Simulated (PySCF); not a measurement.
**Computed data sheet: bis(5-chloropentyl)phosphine oxide, `O=[PH](CCCCCCl)CCCCCCl`**

Species: bis(5-chloropentyl)phosphine oxide, C₁₀H₂₁Cl₂OP.
Geometry (PBE0-D3(BJ)/def2-SVP, Å), atoms numbered from 1 in this order:
```xyz
35
C10H21Cl2OP angstrom
O     -0.1455   -1.3312    2.0476
P      0.3438   -0.3094    1.0692
C      1.7478    0.6875    1.6587
C      2.3638    1.6452    0.6489
C      3.6063    2.3422    1.1858
C      4.2329    3.3038    0.1888
C      5.4599    4.0235    0.7069
Cl     5.0868    5.0771    2.1079
C     -0.9462    0.8547    0.5234
C     -2.1966    0.1081    0.0653
C     -3.3793    1.0126   -0.2627
C     -3.9693    1.7278    0.9440
C     -5.1457    2.6231    0.6197
Cl    -4.6811    3.9906   -0.4448
H      0.8396   -0.8305   -0.1719
H      1.3934    1.2182    2.5590
H      2.4881   -0.0502    2.0129
H      2.6211    1.0962   -0.2752
H      1.6230    2.4077    0.3516
H      3.3521    2.8953    2.1053
H      4.3520    1.5830    1.4833
H      4.5356    2.7550   -0.7216
H      3.4881    4.0520   -0.1325
H      6.2311    3.3148    1.0428
H      5.8988    4.6715   -0.0637
H     -0.5526    1.5134   -0.2693
H     -1.1630    1.4889    1.4002
H     -1.9480   -0.4911   -0.8273
H     -2.4726   -0.6172    0.8491
H     -4.1701    0.4036   -0.7342
H     -3.0823    1.7631   -1.0148
H     -4.3161    0.9826    1.6827
H     -3.2011    2.3336    1.4527
H     -5.9406    2.0733    0.0947
H     -5.5735    3.0683    1.5279
```

Structural features include: C–Cl bond, phosphine oxide and P=O bond.

**PBE0-D3(BJ)/def2-SVP geometry optimisation, gas phase (PySCF)**

```
Point group                  : C1
Rotational constants A, B, C : 0.475, 0.134, 0.110 GHz
```

B3LYP/def2-SVPD ground state and vertical TDDFT (core frozen in the response) (PySCF):

```
Dipole moment                                                     : 3.01 D
HOMO energy                                                       : -7.37 eV
LUMO energy                                                       : 0.07 eV
HOMO–LUMO gap                                                     : 7.44 eV
Lowest singlet excitation                                         : 6.75 eV (184 nm, f = 0.003)
Strongest line among the 10 lowest singlet transitions            : S10 at 7.18 eV (173 nm, f = 0.026)
Lowest triplet excitation (Tamm–Dancoff)                          : 6.54 eV
Static isotropic polarisability                                   : 179.2 au
Electronic spatial extent ⟨r²⟩ about the centre of nuclear charge : 9230 bohr²
```

From KT3/pcSseg-1 ground state and GIAO shieldings, non-relativistic (PySCF):

```
13C chemical shifts (computed TMS as zero) by class         : 51.8 (C7/C13), 35.5 (C6/C12), 31.9 (C3/C9), 31.6 (C5/C11), 25.6 (C4/C10) ppm
1H chemical shifts (computed TMS as zero) by class          : 6.97 (H15), 3.58 (H24/H35), 3.56 (H25/H34), 1.64 (H20/H30), 1.63 (H22/H33), 1.55 (H17/H27), 1.53 (H18/H29), 1.41 (H23/H32), 1.36 (H21/H31), 1.26 (H16/H26), 1.14 (H19/H28) ppm
Isotropic shieldings of nuclei other than C and H, by class : 224 (O1), 330 (P2), 848 (Cl8/Cl14) ppm
```

Monoisotopic mass (most abundant isotopes): 258.0707 u.

The principal polarisabilities are 157.1, 177.6 and 202.9 au; their mean is the isotropic value. The polarisability is 26.56 Å³ as a volume (1 au = 0.148185 Å³), or 1.30 au for each of the 138 electrons. With B = h/(8π²I), that is 505.379 GHz u Å² over I, the principal moments of inertia are 1064.7, 3784.6 and 4613.4 u Å² (most abundant isotopes).

One conformer (not necessarily the lowest) at the PBE0-D3(BJ)/def2-SVP geometry, without solvent or vibrations. NMR classes are plain means over equivalent atoms (diastereotopic ones count apart unless rotation or inversion swaps them), as if these changed places fast; in this geometry the members of some classes differ.
